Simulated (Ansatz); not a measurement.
Na₃Cl₃⁺. The state is a doublet with charge 1. Geometry B3LYP-D4/def2-SVP.

Cartesian coordinates in Å:
```
Na 0.7063 1.0507 2.9710
Na 0.6186 1.0189 -1.6918
Na -1.1248 -1.7312 -0.3572
Cl 1.3371 -0.4291 0.8415
Cl -0.5964 -0.9148 -2.6253
Cl -0.9409 1.0056 0.8618
```

At PBE-D4/def2-TZVP, revPBE-D4/def2-TZVP, BLYP-D4/def2-TZVP the gap within one spin of the charge 1 doublet nearly closes, so an electron or hole may be smeared out by delocalisation error. In the doublet, Cl4 and Cl6 lie 2.69 Å apart (atoms count from 1), so these atoms are partly bonded to each other. Another isomer (doublet) lies 0.33 eV lower at PBE0-D4/def2-TZVP; other spin states weren't run for this one.

Estimate the α-spin orbital energies around the gap (eV) in Ansatz with PBE-D4/def2-TZVP, revPBE-D4/def2-TZVP, BLYP-D4/def2-TZVP, PBE0-D4/def2-SVP, PBE0-D4/def2-TZVP.


| orbital | PBE-D4/def2-TZVP | revPBE-D4/def2-TZVP | BLYP-D4/def2-TZVP | PBE0-D4/def2-SVP | PBE0-D4/def2-TZVP |
| --- | --- | --- | --- | --- | --- |
| HOMO−13 | -32.32 | -32.25 | -32.36 | -35.74 | -35.66 |
| HOMO−12 | -32.30 | -32.23 | -32.34 | -35.72 | -35.64 |
| HOMO−11 | -24.00 | -23.95 | -23.80 | -26.97 | -27.04 |
| HOMO−10 | -23.08 | -23.03 | -22.89 | -25.96 | -26.06 |
| HOMO−9 | -21.31 | -21.23 | -21.16 | -23.02 | -23.26 |
| HOMO−8 | -13.32 | -13.25 | -13.09 | -15.34 | -15.39 |
| HOMO−7 | -12.33 | -12.25 | -12.15 | -14.06 | -14.10 |
| HOMO−6 | -12.05 | -11.97 | -11.87 | -13.78 | -13.83 |
| HOMO−5 | -11.46 | -11.39 | -11.28 | -13.15 | -13.18 |
| HOMO−4 | -11.20 | -11.14 | -11.02 | -12.88 | -12.94 |
| HOMO−3 | -10.44 | -10.38 | -10.25 | -12.24 | -12.30 |
| HOMO−2 | -10.01 | -9.92 | -9.87 | -10.73 | -10.91 |
| HOMO−1 | -9.82 | -9.72 | -9.67 | -10.53 | -10.75 |
| HOMO | -9.63 | -9.55 | -9.49 | -10.20 | -10.43 |
| LUMO | -5.51 | -5.55 | -5.62 | -4.97 | -4.99 |
| LUMO+1 | -4.57 | -4.59 | -4.65 | -3.89 | -3.95 |
| LUMO+2 | -4.20 | -4.24 | -4.26 | -3.53 | -3.60 |
| LUMO+3 | -3.41 | -3.45 | -3.45 | -2.84 | -3.00 |
| LUMO+4 | -3.29 | -3.32 | -3.33 | -2.62 | -2.88 |
| LUMO+5 | -2.72 | -2.74 | -2.77 | -1.89 | -2.19 |
| β HOMO | -9.49 | -9.40 | -9.34 | -10.20 | -10.42 |
| β LUMO | -9.47 | -9.38 | -9.34 | -8.79 | -8.83 |
